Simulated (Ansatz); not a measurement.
`[SiH3]BCS[SiH3]` and `[AlH2][O]CS[SiH3]` differ in one atom or group.

Ansatz, PBE0-D4/def2-TZVP geometries, multiplicity 1. Each molecule was computed in one conformer, which needn't be the lowest.

```tsv
property	`[SiH3]BCS[SiH3]`
size of the dipole moment (B3LYP/def2-TZVPP) / D	1.74
HOMO energy (PBE0/def2-TZVPP) / eV	-7.08
HOMO–LUMO gap (PBE0/def2-TZVPP) / eV	4.89
size of the dipole moment (PBE/def2-TZVPP) / D	1.67
LUMO energy (PBE/def2-TZVPP) / eV	-3.17
HOMO energy (B3LYP/def2-TZVPP) / eV	-6.84
```

Problem. Give the same properties after the change, and the shifts. (An estimate is asked.)

Solution. Computed: 
```
                                        property  `[AlH2][O]CS[SiH3]`  shift
size of the dipole moment (B3LYP/def2-TZVPP) / D                 2.92   1.18
              HOMO energy (PBE0/def2-TZVPP) / eV                -7.54  -0.46
            HOMO–LUMO gap (PBE0/def2-TZVPP) / eV                 6.76   1.87
  size of the dipole moment (PBE/def2-TZVPP) / D                 2.77   1.10
               LUMO energy (PBE/def2-TZVPP) / eV                -1.70   1.47
             HOMO energy (B3LYP/def2-TZVPP) / eV                -7.35  -0.51
```

With PBE0 the HOMO falls by 0.46 eV and the LUMO rises by 1.41 eV, so the gap widens by about 1.87 eV. PBE moves the HOMO by -0.28 eV and ωB97M-V by -0.52 eV. Dipoles are sizes alone; their direction can turn.

B3LYP here is the variant with VWN-RPA as its local correlation; programs differ in this.
